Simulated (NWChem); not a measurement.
# ZrF3, doublet; SMILES [F][Zr]([F])[F]

In the optimisation the excess spin sits in a' (C3h, its own frame). This spin state was assumed; another may lie lower. def2 effective core potentials on Zr; no spin-orbit coupling.

**Question.** Give the equilibrium geometry at PBE0/def2-SVP with def2 effective core potentials on Zr, spin-unrestricted (NWChem) as an XYZ file, with the point group.

**Answer.** point group D3h; any orientation.
```
4

Zr     0.0000     0.0000     0.0000
F     -0.1911     1.8934     0.0000
F      1.7353    -0.7812     0.0000
F     -1.5442    -1.1122     0.0000
```
